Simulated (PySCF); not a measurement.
## Polarisability and C₆ of Au+ (gold, charge +1)

[Xe] 4f14 5d10, closed-shell 1S. All numbers are calculated (PySCF 2.14, scalar relativity through the core potential, in aug-cc-pwCVTZ-PP with ECP60MDF (8s8p7d4f3g, 122 functions)). Coupled (time-dependent) response in atomic units; α is the mean over directions.

```
method  mean α (bohr³)  C₆ (like pair)  S(−4)
   UHF           12.18           88.98  37.84
   PBE           14.12           105.5  58.42
  PBE0           13.44           99.88  50.00
revPBE           14.12           105.5  58.61
```

S(−4) is the Cauchy moment in α(ω) = α(0) + S(−4) ω² + …

α(iu) at PBE0:

```tsv
u (hartree)	α(iu) (bohr³)
0	13.44
0.0500	13.32
0.100	12.97
0.200	11.86
0.300	10.59
0.500	8.404
0.750	6.468
1.00	5.114
1.50	3.405
2.00	2.416
3.00	1.383
5.00	0.6124
```

A single London oscillator, α(iu) = α/(1 + u²/ω²), gives C₆ = (3/4) ω α². Matching the computed C₆ needs ω = 4 × 99.88 / (3 × 13.44²) = 0.737 hartree.

For an ion, C₆ is the dispersion term alone; charge-induced terms of lower order in 1/R come first.

Energies and moments cover only the electrons outside the core potential. Spin-orbit coupling, which splits the p, d and f shells strongly at this Z, is absent.
